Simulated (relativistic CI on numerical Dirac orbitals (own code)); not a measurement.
Cr⁵⁺ (3d) in a crystal field

Calculated by Dirac-Coulomb-Breit CI, orbitals from a KLI potential per configuration, model QED (radiative potential, 1s self-energy scaled to tabulated hydrogen-like ionisation energies), one configuration in a parametric crystal field, unscaled Slater integrals (own radial code).

Field parameters in Wybourne normalisation: D4h B²₀ = −7Ds, B⁴₀ = 21(Dq − Dt), B⁴₄ = 21√(5/14) Dq; Oh B⁴₀ = 21Dq, B⁴₄ = √(5/14) B⁴₀. The field is a parameter set, without covalency.

S and J are read from ⟨S²⟩ = S(S + 1) and ⟨J²⟩ = J(J + 1) of each level; they are not fictitious spins.

Oh, 10Dq = 29200 cm⁻¹, the lowest 3 levels:

```tsv
E (cm⁻¹)	Degeneracy	Irrep	S	J
0.0	4	Γ8	0.50	1.93
548	2	Γ7	0.50	2.50
29394	4	Γ8	0.50	2.16
```

D4h, 10Dq = 11000, Ds = 1240, Dt = -450 cm⁻¹, the lowest 5 levels:

```tsv
E (cm⁻¹)	Degeneracy	Irrep	S	J
0.0	2	Γ6	0.50	1.92
359	2	Γ7	0.50	2.30
6164	2	Γ7	0.50	2.15
14468	2	Γ6	0.50	2.17
17180	2	Γ7	0.50	2.18
```

Principal g values of the ground doublet: 0.00, 0.15, 0.15.

The free-ion ground term has S = 1/2. Every field shown keeps that spin.

Levels of this model without a field, named by their leading LS term: 2D_3/2 0, 2D_5/2 903 cm⁻¹.
